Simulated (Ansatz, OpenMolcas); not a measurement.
A ladder of methods for C2H2Cl2Sn (SMILES C#[C][SnH]([Cl])[Cl])

C2H2Cl2Sn has 7 atoms, charge 0, and is taken as a singlet. As SMILES, `C#[C][SnH]([Cl])[Cl]`. The coordinates come from a PBE0-D4/def2-TZVP relaxation.

Quantity: the HOMO–LUMO gap, in eV. The values are calculated.

```
                                     level                    kind     program  value (eV)  CPU time
HF/def2-SVP (RICD fitting, core potential)            Hartree–Fock  OpenMolcas       14.03       3 s
            BLYP/def2-SVP (core potential)                     GGA  OpenMolcas        5.11      50 s
           M06-L/def2-SVP (core potential)                meta-GGA  OpenMolcas        5.89      57 s
          r2SCAN/def2-SVP (core potential)                meta-GGA  OpenMolcas        5.76      61 s
           BHLYP/def2-SVP (core potential)           global hybrid  OpenMolcas        9.66      46 s
          M06-2X/def2-SVP (core potential)         hybrid meta-GGA  OpenMolcas        9.97      54 s
       CAM-B3LYP/def2-SVP (core potential)  range-separated hybrid      Ansatz        9.95      13 s
         wB97M-V/def2-SVP (core potential)  range-separated hybrid      Ansatz       11.87   1.8 min
```

The values span 5.11 to 14.03 eV. Orbital gaps aren't excitation energies; they tend to grow with the share of exact exchange. Times are those of the runs behind each value, whatever else they computed, on shared processors of several kinds: orders of magnitude only.
